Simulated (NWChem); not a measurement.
CH₃BrTe; SMILES C[Te]Br

This build's default masses of Se (78.918 u) and Br (79.917 u) are each other's, which moves their modes by up to 0.6 %. def2 effective core potentials on Te; no spin-orbit coupling.

Give the equilibrium geometry at PBE0/def2-SVP with def2 effective core potentials on Te (NWChem) as an XYZ file, with the point group.

point group Cs; any orientation.
```
6

Te     0.3052     0.8548     0.0000
Br     0.0398    -1.6504     0.0000
C     -1.7999     1.2772     0.0000
H     -2.2599     0.8632     0.9051
H     -2.2599     0.8632    -0.9051
H     -1.8925     2.3736     0.0000
```
